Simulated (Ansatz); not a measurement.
# Ligand exchange: GaH2I + GeH3(NH2) → GaH2(NH2) + GeH3I

Species: GaH2I `[GaH2][I]`, singlet; GeH3(NH2), singlet; GaH2(NH2), singlet; GeH3I `[GeH3][I]`, singlet. The partners trade I for NH2: Ga–I and Ge–NH2 bonds give way to Ga–NH2 and Ge–I.

Shapes, held fixed at every level: PBE0-D4/def2-TZVP. Programs: Ansatz 0.2.0. The zero-point and thermal change to 298 K, harmonic and unscaled (PBE0-D4/def2-TZVP), is -0.4 kJ/mol.

```tsv
level	kind	ΔH(298 K) (kJ/mol)	less CCSD(T)/def2-TZVPP
HF/def2-SVP	Hartree–Fock	+12.0	+9.0
r2SCAN-D4/def2-TZVPP	meta-GGA	-0.2	-3.2
BHLYP-D4/def2-TZVPP	global hybrid	+4.3	+1.3
r2SCAN0-D4/def2-TZVPP	global hybrid	+2.5	-0.5
B2PLYP/def2-TZVPP	double hybrid	+0.9	-2.1
MP2/def2-TZVPP	perturbation theory	+1.7	-1.3
CCSD/def2-TZVPP	coupled cluster or CI	+4.0	+1.0
CCSD(T)/def2-TZVPP	coupled cluster or CI	+3.0	0.0
```

The highest level, CCSD(T)/def2-TZVPP, gives ΔH(298 K) = +3.0 kJ/mol; the levels span -0.2 to +12.0. That is about zero within the method's error. They disagree on the sign: 7 of 8 are positive. The column of differences is taken from that level and isn't an error. No measured value is set beside it here. For atoms past krypton def2 sets carry core potentials with scalar relativity. Relativity is left out for Ga, Ge unless named. Correlated rows may include outer-core shells of Ga, Ge, I, which these sets cover unevenly.
